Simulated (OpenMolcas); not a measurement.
**B²⁺: effect of the level shift or regulariser**

```json
{
  "Program": "OpenMolcas 26.06",
  "Basis": "ANO-R1 [3s2p1d]",
  "Scalar Hamiltonian": "X2C, finite nucleus",
  "Active space": "1 electron in 4 orbitals (2s 2p)",
  "State averaging": "2S+1 = 2 even, 1 root; 2S+1 = 2 odd, 3 roots",
  "Spin-orbit coupling": "state interaction with AMFI integrals over the reference wave functions, term energies averaged over their components"
}
```

Methods on the same reference wave functions:
A. CASSCF
B. SS-CASPT2, IPEA 0.25 Eh, imaginary shift 0.1 Eh (closed shells correlated: 1s)
C. SS-CASPT2, IPEA 0.25 Eh, imaginary shift 0.3 Eh (closed shells correlated: 1s)

Energies in eV above 2s ²S_1/2, the measured ground level; measured values from Moore, Atomic Energy Levels, vol. I, NSRDS-NBS 35 (1971 reprint of NBS Circular 467, 1949).

| Level | A | B | C | Measured |
| --- | --- | --- | --- | --- |
| 2s ²S_1/2 | 0.0000 | 0.0000 | 0.0000 | 0.0000 |
| 2p ²P°_1/2 | 6.2667 | 6.258 | 6.258 | 5.9957 |
| 2p ²P°_3/2 | 6.2695 | 6.261 | 6.261 | 5.9999 |

Deviations, from unrounded energies. A percentage is the sum of absolute deviations over the sum of measured energies, with the sign that they share, or ± where signs differ.

```
           Against measurement  Levels     A     B     C
mean absolute deviation (cm-1)       2  2200  2100  2100
      other configurations (%)       2  +4.5  +4.4  +4.4
```

A, B, C lie about equally close to measurement. The largest miss of B in the table is 2p ²P°_1/2, by +2100 cm-1. The ranking rests on the paired levels alone, and a cruder setting can come out closer through cancelling errors.

Between B and C no level of the table moves by more than 5 cm-1.

The two smallest mean deviations differ by little beside CASPT2's spread within terms, so their order carries little weight.

The lowest spin-free term lies below A's lowest term by 0.001 hartree in B, 0.001 hartree in C.

With one active electron the reference holds no correlation, so core polarisation is missing (holds for A). With one active electron, CASPT2 adds the correlation within the correlated inactive shells and between them and that electron, and leaves the splitting within a term as the reference gives it (holds for B; C). Measured partners are found by configuration, term and J. A level has none where our copy of the source lacks it or the pairing is in doubt (some pairs that miss far off the trend of their configuration count as doubtful), and it then counts in no deviation. Only configurations of the active space appear.

° marks odd parity.
